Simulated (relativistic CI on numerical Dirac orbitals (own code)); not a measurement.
**Er4+: 4f valence photoemission**

Computed with this model: Dirac-Coulomb-Breit CI, orbitals from a KLI potential per configuration, model QED, multiplet model of photoemission in the sudden approximation, unscaled Slater integrals; configurations [Xe] 4f10 → [Xe] 4f9; 80 K; Lorentzian 0.1 eV and Gaussian 0.3 eV FWHM. Energies are those of the free ion, without screening or charge transfer. The energies are binding energies and can lie tens of eV above those of solids. S is read from ⟨S²⟩ = S(S + 1).

Computed curve for free ion, scaled to 100 at the maximum (points under 2 are left out and the grid is thinned):

| Energy (eV) | Intensity |
| --- | --- |
| 61.2 | 2.2 |
| 61.4 | 6.9 |
| 61.6 | 40.4 |
| 61.8 | 80.8 |
| 62.0 | 31.2 |
| 62.2 | 17.1 |
| 62.4 | 26.4 |
| 62.6 | 14.3 |
| 62.8 | 12.8 |
| 63.0 | 13.6 |
| 63.2 | 31.6 |
| 63.4 | 27.6 |
| 63.6 | 9.5 |
| 63.8 | 2.5 |
| 64.9 | 4.4 |
| 65.1 | 19.8 |
| 65.3 | 43.2 |
| 65.5 | 55.8 |
| 65.7 | 98.8 |
| 65.9 | 84.2 |
| 66.0 | 55.9 |
| 66.2 | 14.0 |
| 66.4 | 10.4 |
| 66.6 | 18.4 |
| 66.8 | 21.1 |
| 67.0 | 8.5 |
| 67.2 | 5.8 |
| 67.4 | 6.8 |
| 67.6 | 3.9 |
| 67.8 | 3.4 |
| 68.5 | 2.2 |
| 68.7 | 4.9 |
| 68.9 | 3.6 |
| 70.4 | 2.6 |
| 70.6 | 2.7 |
| 71.2 | 2.9 |
| 71.4 | 4.9 |
| 71.6 | 3.1 |
| 75.1 | 4.1 |
| 75.3 | 3.1 |

The ground state has S = 1.95, and the centroid lies at 64.81 eV.
